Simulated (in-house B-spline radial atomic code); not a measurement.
Radial electron density of neutral scandium, [Ar] 3d1 4s2. Level of theory: Dirac-Kohn-Sham LDA VWN5, spherical fractional occupations, Fermi nucleus of rms radius 3.5459 fm, inside a hard spherical wall at 5.15 bohr; calculated with a radial B-spline atomic code at the basis-set limit.

Columns: r (bohr), 4πr²n(r) (electrons per bohr), bar.

```
 0.00285   0.5999 #
 0.00343   0.8444 #
 0.00411    1.173 ##
 0.00494     1.63 ###
 0.00593    2.243 ####
 0.00712    3.063 #####
 0.00855    4.142 #######
  0.0103    5.562 #########
  0.0123    7.265 ############
  0.0148    9.433 ################
  0.0178    11.99 ####################
  0.0213    14.78 #########################
  0.0256    17.78 ##############################
  0.0308    20.68 ###################################
  0.0369    23.03 #######################################
  0.0443    24.52 #########################################
  0.0532    24.79 ##########################################
  0.0639    23.76 ########################################
  0.0767    21.78 #####################################
  0.0921    19.63 #################################
   0.111    18.38 ###############################
   0.133    18.92 ################################
   0.159    21.18 ####################################
   0.191    24.26 #########################################
    0.23    26.21 ############################################
   0.276    25.24 ##########################################
   0.331    21.03 ###################################
   0.398    14.94 #########################
   0.478    9.663 ################
   0.574    7.168 ############
   0.689     7.43 ############
   0.827     8.64 ###############
   0.993    8.827 ###############
    1.19    7.382 ############
    1.43    5.054 ########
    1.72    3.028 #####
    2.06    1.911 ###
    2.48     1.46 ##
    2.98    1.202 ##
    3.57   0.7948 #
    4.29   0.2693 
     5.1 0.0009432
```

On this grid the curve has 3 maxima, near 0.0532, 0.23, 0.993 bohr.

The 4s1/2 radial function P(r) = rR(r), positive near the nucleus, with its small component Q(r) (sign convention: Q ≈ (P' + κP/r)/2c):

```tsv
r (bohr)	P	Q
0.000952	0.007228	-0.0005587
0.00137	0.01027	-0.0007959
0.00198	0.01458	-0.001135
0.00285	0.02051	-0.001604
0.00411	0.02867	-0.002256
0.00593	0.03959	-0.003146
0.00855	0.05365	-0.004326
0.0123	0.07068	-0.005823
0.0178	0.08973	-0.007657
0.0256	0.1065	-0.009617
0.0369	0.1139	-0.01138
0.0532	0.09978	-0.0123
0.0767	0.05042	-0.01147
0.111	-0.04026	-0.008137
0.159	-0.145	-0.002722
0.23	-0.2023	0.003159
0.331	-0.1247	0.006219
0.478	0.1001	0.004649
0.689	0.314	0.0001033
0.993	0.2715	-0.003219
1.43	-0.09231	-0.002994
2.06	-0.533	-0.0007889
2.98	-0.6982	0.001102
4.29	-0.3511	0.001712
```
